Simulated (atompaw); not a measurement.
**Ca (Z = 20) PAW (atompaw): all-electron and pseudo phase curves**

* Element: calcium (Ca)
* Generator: atompaw 4.2.0.5
* Type: PAW
* Functional: LDA (PW92)
* Relativity: scalar-relativistic
* Frozen core: [Ne]
* Valence charge: 10
* Reference configuration: 3s2 3p6 3d0 4s2 4p0
* Partial waves: 3s (bound); 4s (bound); 3p (bound); 4p (bound, empty); 3d (bound, empty); 3d channel at 1.45 Ry
* Local potential: ultrasoft scheme with l = 3 at 0.5 Ry, radius 2.70 bohr
* Core correction: smooth core density matched at 2.60 bohr
* Augmentation charge: sinc compensation charge, radius 2.65 bohr; PAW radius 2.85 bohr; waves and projectors: bloechl

The phase is arctan(r·u′/u) with u = r·R(r), unwrapped; energies in Ry, scanned from -5 to 5 Ry. A pole is an energy at which the radial function vanishes at the test radius. The pseudo phase is shifted by a multiple of π to meet the all-electron one at the reference energy, and phase errors are pseudo minus all-electron; the curves can meet again beyond the range given. Levels narrower than the energy grid can be missing from the lists of poles.

Problem. For each channel, where are the poles, and over which energies does the pseudopotential scatter like the atom?

Solution.

```csv
channel,radius (bohr),reference energy (Ry),"poles, all-electron","poles, pseudo",unbroken range about the reference energy with phases within 0.05 rad,phase error 1 Ry above the reference energy (rad)
s,2.85,-0.28,"-3.41, 2.15","-3.41, 2.10",below 3.9,-0.003
p,2.85,-0.11,"-1.98, 2.94","-1.98, 3.02",the whole range,+0.006
d,2.85,-0.16,"0.20, 4.09","0.20, 4.31",the whole range,+0.001
```

Phases in the d channel:

| E (Ry) | all-electron | pseudo |
| --- | --- | --- |
| -5.00 | 1.414 | 1.414 |
| -4.76 | 1.410 | 1.410 |
| -4.52 | 1.405 | 1.406 |
| -4.28 | 1.401 | 1.401 |
| -4.04 | 1.396 | 1.396 |
| -3.80 | 1.390 | 1.391 |
| -3.56 | 1.384 | 1.385 |
| -3.32 | 1.377 | 1.378 |
| -3.08 | 1.370 | 1.370 |
| -2.84 | 1.361 | 1.362 |
| -2.60 | 1.351 | 1.352 |
| -2.36 | 1.340 | 1.340 |
| -2.12 | 1.326 | 1.327 |
| -1.88 | 1.310 | 1.310 |
| -1.64 | 1.289 | 1.290 |
| -1.40 | 1.262 | 1.263 |
| -1.16 | 1.224 | 1.225 |
| -0.92 | 1.166 | 1.167 |
| -0.68 | 1.059 | 1.061 |
| -0.44 | 0.779 | 0.781 |
| -0.20 | -0.430 | -0.430 |
| 0.04 | -1.388 | -1.388 |
| 0.28 | -1.627 | -1.626 |
| 0.52 | -1.747 | -1.746 |
| 0.76 | -1.844 | -1.843 |
| 1.00 | -1.952 | -1.951 |
| 1.24 | -2.105 | -2.104 |
| 1.48 | -2.373 | -2.373 |
| 1.72 | -2.901 | -2.899 |
| 1.96 | -3.625 | -3.617 |
| 2.20 | -4.090 | -4.080 |
| 2.44 | -4.320 | -4.310 |
| 2.68 | -4.448 | -4.438 |
| 2.92 | -4.528 | -4.518 |
| 3.16 | -4.585 | -4.573 |
| 3.40 | -4.627 | -4.614 |
| 3.64 | -4.661 | -4.647 |
| 3.88 | -4.690 | -4.673 |
| 4.12 | -4.715 | -4.696 |
| 4.36 | -4.739 | -4.716 |
| 4.60 | -4.761 | -4.735 |
| 4.84 | -4.784 | -4.752 |
